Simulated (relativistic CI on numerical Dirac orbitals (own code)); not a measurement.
**Radial parameters of Mo XXVIII**

Computed by Dirac-Coulomb-Breit CI, separate exchange-only KLI orbitals for each configuration, model QED (radiative potential, 1s self-energy scaled to tabulated hydrogen-like ionisation energies), unscaled Slater integrals (own radial code, finite nucleus).

Slater integrals F^k, G^k are unscaled and averaged over j, outside the closed core [Ne]; ζ comes from projecting the Hamiltonian with its Breit term on Σ l·s of the shell.

- 3s²3p³: F^2(3p,3p) = 270790, ζ(3p) = 131530 cm⁻¹; <r>(3p) = 0.3668, <r^2>(3p) = 0.1551 (bohr units).
- 3s3p⁴: F^2(3p,3p) = 270570, G^1(3s,3p) = 342530, ζ(3p) = 131450 cm⁻¹; <r>(3s) = 0.3774, <r^2>(3s) = 0.162, <r>(3p) = 0.3671, <r^2>(3p) = 0.1553 (bohr units).
- 3s²3p²3d: F^2(3p,3p) = 270440, ζ(3p) = 131320, F^2(3p,3d) = 271470, G^1(3p,3d) = 289590, G^3(3p,3d) = 193850, ζ(3d) = 16004 cm⁻¹; <r>(3p) = 0.3673, <r^2>(3p) = 0.1555, <r>(3d) = 0.3272, <r^2>(3d) = 0.1238 (bohr units).

Averages of the first 10 configurations, taken without configuration mixing, which lowers the lowest level and can move excited configurations by several eV; other configurations of the list can lie among them:

```tsv
Configuration	Parity	States	Average energy above the lowest level (eV)
3s²3p³	odd	20	31.1
3s3p⁴	even	30	129.6
3s²3p²3d	even	150	155.7
3p⁵	odd	6	239.8
3s3p³3d	odd	400	249.2
3p⁴3d	even	150	354.3
3s3p²3d²	even	1350	373.1
3s²3p3d4p	even	360	846.0
3p⁴4s	even	30	883.8
3s3p²3d4s	even	600	896.2
```
